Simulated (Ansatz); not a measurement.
`CC[Si]F` + NH₃ → `CC[Si]N` + H–F at 700 K and 1 bar (ligand exchange at the Si–F bond).

Calculated with Ansatz (gas phase, PBE0-D4/def2-TZVP geometries, no zero-point term in ΔE). CCSD(T)/CBS is the MP2 limit (def2-TZVPP, def2-QZVPP) plus CCSD(T) − MP2 in def2-TZVPP, frozen cores. This one scheme is used for every species. One conformer a species, not always the lowest.

```
  species  CCSD(T)/CBS energy (Eh)  H − E (kJ/mol)  S (J/(mol·K))
`CC[Si]F`               -468.00242           237.7          415.6
      NH₃                -56.50880           116.9          226.5
`CC[Si]N`               -424.09714           311.7          424.7
      H–F               -100.39570            45.2          198.5
```

H − E and S are ideal-gas, rigid-rotor, harmonic terms from PBE0-D4/def2-TZVP, for one conformer and one mirror image of each species. 1 Eh = 2625.50 kJ/mol, R = 8.31446 J/(mol·K).

Question: By hand: ΔE, ΔH, ΔS and ΔG.

Answer: ΔE = (-424.09714) + (-100.39570) − (-468.00242) − (-56.50880) = 0.01838 Eh = 48.3 kJ/mol. Δ(H − E) = 311.7 + 45.2 − 237.7 − 116.9 = 2.3, so ΔH = 50.6 kJ/mol. ΔS = 424.7 + 198.5 − 415.6 − 226.5 = -18.9 J/(mol·K). ΔG = 50.6 − 700 × (-18.9)/1000 = 63.8 kJ/mol.

Question: By hand: the equilibrium constant, and the temperature at which ΔG would vanish if ΔH and ΔS stayed fixed.

Answer: log₁₀ K = −ΔG/(RT ln 10) = -4.8. ΔH and −TΔS have one sign here, so there is no such temperature.

ΔH outweighs TΔS. A doubt of 5 kJ/mol in ΔE shifts log₁₀ K by 0.4 here. Other conformers and mirror images would add mixing entropy, several J/(mol·K) or more a flexible species. Modes under 60 cm⁻¹, often nearly free rotors, make the harmonic entropy too high. These are equilibria of isolated gas molecules and say nothing of rates. Largest T1 diagnostic: 0.013 (customary marks: 0.02 for closed shells, 0.045 for open ones).
